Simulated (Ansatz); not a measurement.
Born–Oppenheimer molecular dynamics of GaH6NO2 (10 atoms, charge 0, multiplicity 1). It starts at the highest image of a converged band. Of that band: A structure lower than the last end lies on the path between it and the top, so the climb from that side starts below the end, which may itself be a saddle point or a shallow side well. Neighbouring images differ by up to 1.6 eV, so the band resolves the path poorly. A vibrational analysis at the climbing image gives one clearly imaginary mode, 1287i cm⁻¹: a first-order saddle point.

Method: Ansatz, RKS r2SCAN/def2-mTZVP.

```json
{
 "ensemble": "NVE (velocity Verlet)",
 "time step": "0.5 fs",
 "steps asked": "200",
 "starting velocities drawn for": "300 K",
 "seed": "10744"
}
```

First frame:

```xyz
10
Properties=species:S:1:pos:R:3
Ga 0.080 0.272 -0.048
H -0.219 -0.023 1.801
O 1.737 -0.210 -0.517
H 1.767 -1.026 -1.033
O -1.340 -0.318 -0.972
H -2.164 -0.331 -0.469
N 0.100 2.030 0.792
H 0.989 2.524 0.815
H -0.645 2.696 0.599
H -0.119 0.963 1.714
```

**Question.** How far do the bonds stretch over the last three quarters of this one trajectory? (Pairs bonded in most of those frames.)

**Answer.** 
| bond | mean (Å) | spread (Å) | shortest | longest |
| --- | --- | --- | --- | --- |
| Ga1–O3 | 1.790 | 0.023 | 1.76 | 1.83 |
| Ga1–O5 | 1.798 | 0.022 | 1.76 | 1.84 |
| Ga1–N7 | 1.804 | 0.041 | 1.74 | 1.88 |
| H2–H10 | 0.743 | 0.015 | 0.72 | 0.77 |
| O3–H4 | 0.966 | 0.004 | 0.96 | 0.97 |
| O5–H6 | 0.969 | 0.016 | 0.94 | 0.99 |
| N7–H8 | 1.015 | 0.026 | 0.96 | 1.06 |
| N7–H9 | 1.015 | 0.032 | 0.96 | 1.07 |

Mean temperature of the second half: 911 K. The conserved energy stayed within 0.26 meV per atom of its start (net change 0.13 meV per atom), so the integration is sound. The kinetic energy rose, since the run started high on the potential surface and went downhill. It ends in pieces (GaH4NO2 + H2), so much of that is their flight and rotation, not heat. A run of 0.1 ps of so small a system gives no equilibrium averages. The orbitals stay closed-shell, which can raise the energy where a bond breaks towards radicals; this wasn't checked here.

Run time: 7.1 min on 4 threads of Arm Neoverse V2, on a shared host, peak memory 0.18 GiB.
